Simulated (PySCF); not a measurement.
## Working out the ionisation energy of Os⁺

Os⁺ [Xe] 4f14 5d6 6s1 (6D) → Os²⁺ [Xe] 4f14 5d6 (5D). All numbers are calculated (PySCF 2.14, scalar relativity through the core potential, in def2-QZVPPD with the def2 core potential (60 electrons)). Frozen: nothing. Energies in hartree (1 hartree = 27.21139 eV):

```tsv
part	Os⁺ (lower)	Os²⁺ (upper)
UHF	-89.600255	-89.012031
MP2 opposite-spin	-0.268557	-0.250880
MP2 same-spin	-0.146595	-0.120325
```

Question: What does Hartree-Fock give?

Answer: (-89.012031) − (-89.600255) = 0.588224 hartree = 16.006 eV.

Question: What do MP2 and SCS-MP2 (6/5 opposite-spin, 1/3 same-spin) give?

Answer: The opposite-spin parts differ by 0.481 eV and the same-spin parts by 0.715 eV. MP2: 16.006 + (0.481) + (0.715) = 17.202 eV. SCS-MP2: 16.006 + 1.2 × (0.481) + (0.715)/3 = 16.822 eV.

Reference: 17 ± 1 eV (semi-empirical (NIST evaluation); NIST Atomic Spectra Database, ionization energies), between the lowest levels; spin-orbit coupling is absent from the calculation.

What remains against the reference includes basis incompleteness and correlation beyond second order.
